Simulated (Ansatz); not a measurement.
As₂H₄. Total charge 0; singlet. Geometry PBE0-D4/def2-TZVP, basis def2-TZVP, Ansatz.

| atom | x (Å) | y (Å) | z (Å) |
| --- | --- | --- | --- |
| As1 | -0.552 | 1.082 | 0.171 |
| As2 | 0.553 | -1.081 | -0.169 |
| H3 | -1.931 | 0.472 | -0.054 |
| H4 | -0.663 | 0.849 | 1.674 |
| H5 | 0.659 | -0.851 | -1.672 |
| H6 | 1.934 | -0.471 | 0.050 |

```csv
run,HOMO (eV),LUMO (eV)
A,-5.93,-1.35
B,-6.19,-1.20
C,-8.92,1.25
D,-9.04,1.40
E,-6.73,-0.78
F,-6.05,-1.57
```

B3LYP takes the VWN-RPA correlation.

Question: The runs used B3LYP, LDA (SPW92), PBE, r2SCAN, ωB97M-V, ωB97X-V. Estimate which is which.

Answer: A PBE (0 % exact exchange); B r2SCAN (0 % exact exchange); C ωB97M-V (range-separated); D ωB97X-V (range-separated); E B3LYP (20 % exact exchange); F LDA (SPW92) (0 % exact exchange). Exact exchange lowers occupied and raises empty levels; among semilocal functionals meta-GGAs tend to open the gap a little, and such runs are hard to tell apart. The gap grows from 4.48 eV (LDA (SPW92)) to 10.45 eV (ωB97X-V).
